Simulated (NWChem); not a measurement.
AlI$_{3}$; SMILES [I][Al]([I])[I]

Computed with NWChem. Medium grid unless said otherwise, to which SCAN and Minnesota functionals are sensitive. Coordinates come from a PBE0/def2-SVP optimisation. def2 effective core potentials on I; no spin-orbit coupling. Hybrids' shares of exact exchange are those that their runs print; pure functionals count as 0. The functionals differ in more than this share.

| row | share of exact exchange | highest occupied level (eV) |
|---|---|---|
| PBE/def2-SVP | 0.00 | -6.56 |
| HCTH/407/def2-SVP | 0.00 | -6.60 |
| B3LYP/def2-SVP | 0.20 | -7.39 |
| r2SCAN0/def2-SVP | 0.25 | -7.94 |
| M06-2X/def2-SVP | 0.54 | -8.86 |
| Hartree-Fock/def2-SVP | 1.00 | withheld |

### Question
Fit a straight line of the last column on the one before it, predict the withheld value, and compare with the run.

### Answer

1. Means of the 5 shown rows: x = 0.198, y = -7.470. Slope Σ(x − x̄)(y − ȳ)/Σ(x − x̄)² = -0.8521/0.1981 = -4.302; intercept -6.618.
2. The shown rows scatter about the line by 0.126 (root mean square); the largest residual is -0.25, at r2SCAN0/def2-SVP.
3. At x = 1.00 (Hartree-Fock/def2-SVP; beyond the shown range) the line gives -10.92.
4. The run gives -10.17, +0.75 from the line, 6.0 times the scatter.
